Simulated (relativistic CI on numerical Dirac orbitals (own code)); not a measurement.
**Sc3+ in a cubic cluster: L2,3 absorption with charge transfer**

Computed with a charge-transfer multiplet model of a cubic metal-ligand cluster with up to 2 ligand holes, Slater and spin-orbit integrals from Dirac-Coulomb-Breit ions, Slater integrals scaled by 0.9. The parameters are those of a tetrahedral site (10Dq negative, t2 hopping the larger). The ground state mixes d0 with configurations of k ligand holes L, whose averages lie at kΔ + k(k − 1)U_dd/2; a core hole lowers each added d electron by U_cd. 20 K, Lorentzian 0.4 eV and Gaussian 0.3 eV FWHM.

Atomic integrals in eV (Slater integrals scaled, ζ unscaled), ground: F2dd 5.299, F4dd 3.246, zeta_d 0.005; with the core hole: F2dd 5.299, F4dd 3.246, zeta_d 0.020, zeta_core 3.005, F2cd 4.627, G1cd 3.325, G3cd 1.884. Where a configuration has fewer than two d electrons, the dd integrals are those of d2.

Cluster parameters (eV): U_dd = 5, U_cd = 6.4, 10Dq = -0.25, 10Dq(ligand) = 0, V(eg) = 1.27, V(t2g) = -2.17, final-state hopping factor = 0.9.

| Case | n_d | d0 | d1L | d2L2 | S |
| --- | --- | --- | --- | --- | --- |
| Δ = 4.6 eV | 0.54 | 0.53 | 0.41 | 0.07 | 0.00 |
| Δ = 6.6 eV | 0.41 | 0.63 | 0.33 | 0.04 | 0.00 |
| Δ = 8.6 eV | 0.31 | 0.72 | 0.26 | 0.02 | 0.00 |

Weights, n_d and S are thermal averages at 20 K. Photon energies count from the first peak over 30 % of the highest in each spectrum, which can be another peak from case to case. The parameters are a model scan and need not match a compound or its usual spin state. Peaks in eV (height, largest 100):
- Δ = 4.6 eV: 0.0 (100), 2.5 (11), 4.2 (87)
- Δ = 6.6 eV: 0.0 (64), 2.5 (6), 4.2 (100)
- Δ = 8.6 eV: 0.0 (52), 4.3 (100)

Curve for Δ = 4.6 eV (points under 2 left out, the grid thinned):

E (eV), Intensity and a bar:
```
     -3.0        2.2 
     -2.8        2.7 
     -2.5        2.5 
     -2.3        3.2 
     -2.0        3.9 #
     -1.8        3.4 
     -1.6        3.6 #
     -1.3        5.2 #
     -1.1        6.0 #
     -0.8        9.3 ##
     -0.6       16.0 #####
     -0.4       33.9 ##########
     -0.1       94.4 ##############################
      0.1       87.1 ############################
      0.4       28.7 #########
      0.6       14.3 ####
      0.9        7.2 ##
      1.1        5.4 #
      1.3        4.5 #
      1.6        4.1 #
      1.8        4.6 #
      2.1        7.2 ##
      2.3        9.9 ###
      2.5       10.9 ###
      2.8       12.0 ###
      3.0       15.4 ####
      3.3       27.3 ########
      3.5       41.0 #############
      3.7       57.6 ##################
      4.0       82.0 ##########################
      4.2       87.0 ############################
      4.5       78.5 #########################
      4.7       74.7 ########################
      5.0       58.8 ##################
      5.2       34.3 ##########
      5.4       19.6 ######
      5.7       11.1 ###
      5.9        8.0 ##
      6.2        5.5 #
      6.4        4.3 #
      6.6        3.3 
      6.9        2.2 
      8.7        2.0 
      9.0        2.6 
      9.2        2.1
```

A d0 ion has no d-d gap: its lowest excitations are ligand-to-metal charge transfer. With the core hole the configuration with one ligand hole lies at Δ + U_dd − U_cd = 3.2, 5.2, 7.2 eV from the one without, in the order of the table; where this is negative the screened configuration lies lower, though the effective hopping of about 5.2 eV (from the holes of the mixed ground state) mixes the two strongly wherever it is as large as the gap.
